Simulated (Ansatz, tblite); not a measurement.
Cost and result up the ladder for B(NH3)F3 (BNF₃H₃) (8 atoms). Charge 0, multiplicity 1. Geometry: r2SCAN-D4/def2-SVP.

```xyz
8

B     0.665   -0.516   -0.156
N    -0.646    0.501    0.151
H    -1.275    0.075    0.835
H    -1.170    0.676   -0.708
H    -0.322    1.397    0.522
F     1.394    0.170   -1.090
F     0.081   -1.664   -0.619
F     1.273   -0.638    1.065
```

Ansatz on 4 threads of Arm Neoverse V1 on a shared host; xTB runs through tblite on one thread. Times are rough, summed over both states, and most runs start from the orbitals of an earlier one. PBE0-D4/def2-TZVP serves as the yardstick here, not as an exact answer. The other state is a triplet.

The xTB rows come from tblite.

xTB has no spin-polarisation term.

```json
{"level": "GFN2-xTB", "functions": "23", "wall time": "0.005 s"}
{"level": "GFN1-xTB", "functions": "26", "wall time": "0.007 s"}
{"level": "PBE-D4/def2-TZVP", "functions": "173", "wall time": "4.3 s"}
{"level": "PBE0-D4/def2-TZVP", "functions": "173", "wall time": "5.8 s"}
{"level": "r2SCAN-D4/def2-TZVP", "functions": "173", "wall time": "7.7 s"}
```

Problem. Estimate what each level gives for the vertical triplet (eV).

Solution. 
```tsv
level	vertical triplet (eV)	difference from PBE0-D4/def2-TZVP (eV)
GFN2-xTB	11.61	2.89
GFN1-xTB	9.17	0.45
PBE-D4/def2-TZVP	8.01	-0.71
PBE0-D4/def2-TZVP	8.72	0.00
r2SCAN-D4/def2-TZVP	8.32	-0.40
```
